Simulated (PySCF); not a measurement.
Relaxation of quintet IrSBr

Method: UPBE0 in PySCF with Ir def2-SVP with ECP60, S def2-SVP, Br def2-SVP; scalar-relativistic core potentials, no spin–orbit coupling; density-fitted integrals. A (50,194) grid was used.

A hand-made linear start, of C∞v symmetry, held to at least that symmetry:

```xyz
3
charge 0 multiplicity 5, angstrom
Ir    0.0000    0.0000   -0.3930
S     0.0000    0.0000   -2.4830
Br    0.0000    0.0000    1.9670
```

(1) What does it relax to?

(2) How much energy is released, and in how many steps?

Results:

(1) It ends at C∞v with Ir–Br 2.434 Å, Ir–S 2.152 Å; Br–Ir–S 180.0°. No frequency check is given, so it may be a saddle point.

(2) 9.4 kJ/mol in 3 steps.

Open d and f shells are described by one determinant, and the ground state may have another occupation or spin. At this level a broken-symmetry Ms = 0 minimum of Cs symmetry lies 18 kJ/mol below this structure. Spin–orbit coupling, left out here, can matter for elements this heavy.

The relaxation took about 23 core-seconds on a shared host.
